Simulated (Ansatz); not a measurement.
C2H3AlF2 can be A, `FC(F)=[CH][AlH2]`, or B, `F/C=[C](\F)[AlH2]`.

Calculated with Ansatz (gas phase, PBE0-D4/def2-TZVP geometries, no zero-point term in ΔE). CCSD(T)/CBS adds triple-zeta CCSD(T) − MP2 to the extrapolated MP2 energy (def2 sets, frozen cores). DFT in def2-TZVPP. B3LYP here is the variant with VWN-RPA as its local correlation; programs differ in this.

**Question.** Which is lower in electronic energy at CCSD(T)/CBS, and by how much? (An estimate is asked.)

**Answer.** Computed: A, by 49.1 kJ/mol.

**Question.** Give E(B) − E(A) in kJ/mol with B3LYP-D4, B3LYP, MP2/def2-TZVPP, B2PLYP, PBE0-D4, CCSD(T)/def2-SVP, PBE-D4. (Best estimate.)

**Answer.** The calculation gave: B3LYP-D4 48.2, B3LYP 48.2, MP2/def2-TZVPP 58.8, B2PLYP 51.6, PBE0-D4 54.6, CCSD(T)/def2-SVP 62.8, PBE-D4 50.1. None reverses the order clearly.

**Question.** Does the order hold for the free energy at 298.15 K (harmonic terms from PBE0-D4)? (Estimate.)

**Answer.** Computed: Yes: G(B) − G(A) = +48.8 kJ/mol.

Largest T1 diagnostic: 0.013.

From BLYP to BHLYP (50 % exact exchange), in def2-TZVPP and without D4, E(B) − E(A) moves by +8.5 kJ/mol. At CCSD(T), def2-SVP lies +13.7 kJ/mol from the extrapolated value and def2-TZVPP +3.7 kJ/mol.
